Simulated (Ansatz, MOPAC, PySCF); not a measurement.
Energy landscape of H3S (cation, charge +1), singlet: umbrella (inversion) coordinate, bond length relaxed. Scanned: angle between the S-H bonds and the threefold axis (90 = planar). Other coordinates (S-H bond length) were minimised at PBE0/def2-TZVP. Each profile is relative to its own lowest point.

```json
[
 {"a / °": "90", "A": "1.340", "B": "1.347", "C": "0.970"},
 {"a / °": "93.90", "A": "1.289", "B": "1.296", "C": "0.924"},
 {"a / °": "96.90", "A": "1.185", "B": "1.192", "C": "0.832"},
 {"a / °": "99.90", "A": "1.035", "B": "1.042", "C": "0.704"},
 {"a / °": "102.90", "A": "0.854", "B": "0.861", "C": "0.553"},
 {"a / °": "105.90", "A": "0.660", "B": "0.663", "C": "0.397"},
 {"a / °": "108.90", "A": "0.468", "B": "0.468", "C": "0.251"},
 {"a / °": "111.90", "A": "0.294", "B": "0.291", "C": "0.129"},
 {"a / °": "114.90", "A": "0.151", "B": "0.146", "C": "0.042"},
 {"a / °": "117.90", "A": "0.051", "B": "0.045", "C": "0.000"},
 {"a / °": "120.90", "A": "0.000", "B": "0.000", "C": "0.009"},
 {"a / °": "123.90", "A": "0.006", "B": "0.018", "C": "0.075"},
 {"a / °": "126.90", "A": "0.072", "B": "0.108", "C": "0.202"},
 {"a / °": "129.90", "A": "0.202", "B": "0.275", "C": "0.390"},
 {"a / °": "132", "A": "0.333", "B": "0.439", "C": "0.559"}
]
```

Energies in eV.

### Question
Match the curves with the methods CCSDT(Q) on RHF/cc-pVTZ, frozen core in Ansatz (a quantum-chemistry and plane-wave program); PM7, restricted, heats of formation (MOPAC); restricted B3LYP/6-31G*, spherical d (PySCF).

### Answer
A is CCSDT(Q)/cc-pVTZ; B is RKS-B3LYP/6-31G*; C is PM7.
